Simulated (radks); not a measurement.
The nuclear charge of the praseodymium ion Pr+ is varied continuously with 58 electrons held in [Xe] 4f3 6s1. Method: scalar-relativistic Kohn-Sham, PBEsol, spin-polarised, spherical densities, point nucleus; open shells are filled with parallel spins first (spin-orbit coupling, left out, can overturn this in heavy ions); computed with a radial shooting solver on a logarithmic mesh with Libxc functionals. By the Hellmann-Feynman theorem dE/dZ = E(electron-nucleus)/Z, the electronic potential at the nucleus. The scalar-relativistic energy here is not variational (the density holds large components alone), so the two differ by a part that grows with Z.

| Z | E (hartree) | E(electron-nucleus)/Z (hartree) | HOMO | e(HOMO) (eV) | <r> HOMO (bohr) |
|---|---|---|---|---|---|
| 58.5 | -9044.2041 | -374.971 | 4f | -1.890 | 1.410 |
| 59 | -9233.7448 | -379.570 | 4f | -7.738 | 1.160 |
| 59.5 | -9425.6047 | -384.141 | 6s | -11.975 | 3.711 |
| 60 | -9619.7780 | -388.709 | 6s | -15.841 | 3.468 |

The central difference of E at Z = 59 is -381.401 hartree, to compare with the third column; the second derivative is -9.28 hartree. No converged solution with all levels bound was reached at Z = 58.
